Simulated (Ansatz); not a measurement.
`N#CBF` + `N[SiH3]` → `FBN[SiH3]` + `C#N` at 600 K and 1 bar (ligand exchange at a B–C bond).

Computed with Ansatz on PBE0-D4/def2-TZVP structures; ΔE is electronic, products minus reactants. CCSD(T)/CBS adds triple-zeta CCSD(T) − MP2 to the extrapolated MP2 energy (def2 sets, frozen cores). This one scheme is used for every species. One conformer a species, not always the lowest.

| species | CCSD(T)/CBS energy (Eh) | H − E (kJ/mol) | S (J/(mol·K)) |
| --- | --- | --- | --- |
| `N#CBF` | -217.97421 | 96.1 | 324.0 |
| `N[SiH3]` | -346.80422 | 170.6 | 320.8 |
| `FBN[SiH3]` | -471.49367 | 204.0 | 394.9 |
| `C#N` | -93.32098 | 64.3 | 228.4 |

H − E and S are ideal-gas, rigid-rotor, harmonic terms from PBE0-D4/def2-TZVP, for one conformer and one mirror image of each species. 1 Eh = 2625.50 kJ/mol, R = 8.31446 J/(mol·K).

Q: By hand: ΔE, ΔH, ΔS and ΔG.

A: ΔE = (-471.49367) + (-93.32098) − (-217.97421) − (-346.80422) = -0.03622 Eh = -95.1 kJ/mol. Δ(H − E) = 204.0 + 64.3 − 96.1 − 170.6 = 1.6, so ΔH = -93.5 kJ/mol. ΔS = 394.9 + 228.4 − 324.0 − 320.8 = -21.5 J/(mol·K). ΔG = -93.5 − 600 × (-21.5)/1000 = -80.6 kJ/mol.

Q: By hand: the equilibrium constant, and the temperature at which ΔG would vanish if ΔH and ΔS stayed fixed.

A: log₁₀ K = −ΔG/(RT ln 10) = 7.0. ΔG = 0 at ΔH/ΔS = 4349 K, far beyond where these terms or the molecules hold.

ΔH outweighs TΔS. A doubt of 5 kJ/mol in ΔE shifts log₁₀ K by 0.4 here. Other conformers and mirror images would add mixing entropy, several J/(mol·K) or more a flexible species. These are equilibria of isolated gas molecules and say nothing of rates. Largest T1 diagnostic: 0.015 (customary marks: 0.02 for closed shells, 0.045 for open ones).
